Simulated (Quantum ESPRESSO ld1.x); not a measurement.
Values are calculated unless marked as measured or tabulated.
Problem. The table gives one normalised radial function P(r) = r R(r) of Pm8+ in [Kr] 4d10 4f3 5s2 5p2 (r in bohr). Code: ld1.x of Quantum ESPRESSO 7.5. Model: scalar-relativistic Kohn-Sham, LDA (Slater exchange, Perdew-Zunger correlation), spin-polarised, spherical densities, point nucleus; open shells are filled with parallel spins first (spin-orbit coupling, left out, can overturn this in heavy ions).

| r | P |
|---|---|
| 0.001624 | 0.0652 |
| 0.001861 | 0.0725 |
| 0.002132 | 0.0804 |
| 0.002462 | 0.0894 |
| 0.00282 | 0.0985 |
| 0.003231 | 0.1081 |
| 0.003702 | 0.1181 |
| 0.004241 | 0.1283 |
| 0.004859 | 0.1386 |
| 0.005567 | 0.1485 |
| 0.006378 | 0.1578 |
| 0.007307 | 0.1659 |
| 0.008372 | 0.1722 |
| 0.009592 | 0.1759 |
| 0.01099 | 0.1761 |
| 0.01259 | 0.1718 |
| 0.01442 | 0.1620 |
| 0.01653 | 0.1455 |
| 0.01893 | 0.1214 |
| 0.02186 | 0.0867 |
| 0.02505 | 0.0452 |
| 0.0287 | -0.0045 |
| 0.03288 | -0.0606 |
| 0.03767 | -0.1203 |
| 0.04316 | -0.1791 |
| 0.04945 | -0.2308 |
| 0.05665 | -0.2679 |
| 0.0649 | -0.2823 |
| 0.07436 | -0.2661 |
| 0.08519 | -0.2139 |
| 0.0976 | -0.1246 |
| 0.1118 | -0.0038 |
| 0.1281 | 0.1346 |
| 0.1468 | 0.2688 |
| 0.1682 | 0.3705 |
| 0.1942 | 0.4110 |
| 0.2225 | 0.3627 |
| 0.2549 | 0.2242 |
| 0.292 | 0.0119 |
| 0.3346 | -0.2339 |
| 0.3833 | -0.4545 |
| 0.4392 | -0.5867 |
| 0.5031 | -0.5813 |
| 0.5764 | -0.4202 |
| 0.6604 | -0.1258 |
| 0.7566 | 0.2439 |
| 0.8669 | 0.6102 |
| 0.9931 | 0.8961 |
| 1.138 | 1.0477 |
| 1.304 | 1.0481 |
| 1.494 | 0.9189 |
| 1.725 | 0.6972 |
| 1.976 | 0.4704 |
| 2.264 | 0.2764 |
| 2.594 | 0.1396 |
| 2.972 | 0.0595 |
| 3.405 | 0.0210 |
| 3.901 | 0.0060 |
| 4.469 | 0.0013 |

Which n and l does it have? It may be an empty orbital.

Solution. n = 5, l = 0: the number of nodes gives n - l - 1 = 4, the rise at small r (about r^(l+1), flatter next to the nucleus through relativity) gives l, and the extent must fit the shell. The curve is that of 5s down; the table hardly tells the two spins apart. 5s down: eigenvalue -144.41 eV, 4 radial nodes at r = 0.0284, 0.112, 0.294, 0.693 bohr, <r> = 1.30 bohr, 90 % of the charge inside 1.83 bohr.
